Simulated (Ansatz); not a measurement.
This singlet lies 2.28 eV below the relaxed triplet at the level frozen-core CCSD(T)/cc-pVTZ // PBE0-D3(BJ)/def2-TZVP (Ansatz, a quantum-chemistry and plane-wave program).

Species: HFSSi, SMILES `F[Si]S` (lower singlet; F–Si–S–H torsion 0°) (charge 0, multiplicity 1).

Task: Give a relaxed geometry from PBE0-D3(BJ)/def2-TZVP (Ansatz).

Result: Several could match; the one computed here: the end point of this relaxation, one of several conformers (outside a Z-matrix the atoms follow the SMILES, hydrogens last).
Z-matrix (Å, degrees):
```
Si
F 1 1.6161
S 1 2.1539 2 99.90
H 3 1.3455 1 94.86 2 0.00
```
